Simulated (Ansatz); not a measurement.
Al(PF3)Cl3 (AlPCl3F3), relaxed as a singlet with RKS PBE-D4/def2-SVP in Ansatz, starting from the GFN2-xTB geometry. Force threshold 0.02 eV/Å.

Start:

Cartesian coordinates in Å:
```
Al 0.2992 0.5364 1.4259
P -0.1826 -0.3442 -0.9348
F 0.9471 -0.5594 -2.0145
F -1.1632 0.4132 -1.9091
F -0.8454 -1.7587 -1.1412
Cl -1.6787 0.5694 1.8996
Cl 1.2016 2.2275 0.7543
Cl 1.4220 -1.0842 1.9196
```

| step | energy (eV) | largest force component (eV/Å) | SCF passes |
| --- | --- | --- | --- |
| 1 | -61558.3668 | 1.583 | 15 |
| 2 | -61558.6781 | 0.490 | 19 |
| 3 | -61558.7284 | 0.190 | 18 |
| 4 | -61558.7341 | 0.038 | 19 |
| 5 | -61558.7344 | 0.022 | 19 |
| 6 | -61558.7346 | 0.047 | 19 |
| 7 | -61558.7348 | 0.019 | 19 |

Force components are those of the run's own axes.

End:

```xyz
8

Al    0.2732    0.4975    1.3312
P    -0.2010   -0.3655   -0.9766
F     1.0427   -0.5886   -1.9455
F    -1.1402    0.5171   -1.9118
F    -0.9200   -1.7809   -1.0999
Cl   -1.7417    0.5436    1.9687
Cl    1.1903    2.2979    0.7095
Cl    1.4967   -1.1211    1.9244
```

By distances, no bond broke or formed. The bond that changes most is Al1–Cl7, from 2.03 to 2.11 Å (atoms count from 1).

No frequencies were taken in this run, so the end may be a saddle point.

Run time 9 s (4 threads of Intel Xeon on a shared host).
